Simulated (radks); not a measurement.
The tantalum ion Ta2+, configuration [Xe] 4f14 5d1.75 6s1.25 (fractional occupations, a model configuration). All-electron calculation, Dirac Kohn-Sham, PBEsol, spin-unpolarised, spherical densities, finite nucleus; open shells are shared between the two j in proportion to 2j + 1; Fermi nuclear charge, rms radius 5.3507 fm. Program: a radial shooting solver on a logarithmic mesh with Libxc functionals.

Normalised radial functions P(r) = r R(r) (large component), r in bohr:

```
   r/bohr * 4f5/2, o 5d5/2 (the largest magnitude, 1.27, reaches the edge; | marks zero, & curves that meet)
 0.001076                             &
 0.001459                             &
 0.001961                             &
 0.002658                             &
 0.003603                             &
 0.004844                             &
 0.006564                             &
 0.008826                             &
  0.01196                             &
  0.01608                             &
  0.02179                             &
   0.0293                             *o
  0.03971                             *o
  0.05382                             |*o
  0.07236                             |* o
  0.09807                             |  * o
   0.1319                             |    o *
   0.1787                             |  o        *
   0.2402                           o |                  *
   0.3256                       o     |                        *
   0.4378                      o      |                          *
   0.5933                           o |                        *
   0.8041                             |     o            *
    1.081                             |           *o
    1.465                             |     *         o
     1.97                             |  *           o
     2.67                             |*        o
    3.589                             *    o
    4.864                             * o
     6.54                             &
    8.863                             &
```

4f5/2: eigenvalue -45.080 eV, 0 radial nodes, <r> = 0.632 bohr, 90 % of the charge inside 1.06 bohr. 5d5/2: eigenvalue -20.504 eV, 2 radial nodes at r = 0.217, 0.654 bohr, <r> = 1.93 bohr, 90 % of the charge inside 2.97 bohr.
